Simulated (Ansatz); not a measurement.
F2-, multiplicity 2 (lowest of 2S+1 = 2, 4 at CCSD(T)/def2-TZVPP on PBE0 minima; our sources give no spin for the ground state, which may be another), most abundant isotopes (18.9984 and 18.9984 u). Constants from fifth-degree fits in 1/R to seven points on the lowest solution found; no spin–orbit coupling, no relativity up to Kr; ω_e x_e and α_e move by some per cent with the fit.

Correlated levels freeze the cores. CBS(a, b) extrapolates the correlation energy as X⁻³ and adds the Hartree–Fock energy of set b.

Programs: Ansatz (Gaussian basis) for Hartree–Fock, density functionals and correlated methods. Values without a source in brackets are computed.

```tsv
level	r_e (Å)	ω_e (cm⁻¹)	ω_e x_e (cm⁻¹)	α_e (cm⁻¹)
PBE/def2-TZVPP	2.0753	292.0	8.47	0.0124
CCSD(T)/CBS(aug-cc-pVTZ, aug-cc-pVQZ)	1.9160	456.3	6.14	0.00806
```

Derive the rotational constants, the centrifugal constant, the fundamental, the zero-point energy and the force constant.


μ = 9.49920 u.
- PBE/def2-TZVPP: B_e = 16.8576/(μ r_e²) = 0.41205 cm⁻¹; B₀ = B_e − α_e/2 = 0.40584 cm⁻¹; D = 4B_e³/ω_e² = 3.28e-06 cm⁻¹; fundamental ω_e − 2ω_e x_e = 275 cm⁻¹; zero-point energy ω_e/2 − ω_e x_e/4 = 144 cm⁻¹; k = μ(2πcω_e)² = 47.7 N/m
- CCSD(T)/CBS(aug-cc-pVTZ, aug-cc-pVQZ): B_e = 16.8576/(μ r_e²) = 0.48344 cm⁻¹; B₀ = B_e − α_e/2 = 0.47941 cm⁻¹; D = 4B_e³/ω_e² = 2.17e-06 cm⁻¹; fundamental ω_e − 2ω_e x_e = 444 cm⁻¹; zero-point energy ω_e/2 − ω_e x_e/4 = 227 cm⁻¹; k = μ(2πcω_e)² = 117 N/m

Doubts at one or more of the structures used: other coupled-cluster roots lie near (CCSD(T)/CBS(aug-cc-pVTZ, aug-cc-pVQZ)).

Ansatz is an electronic-structure program.
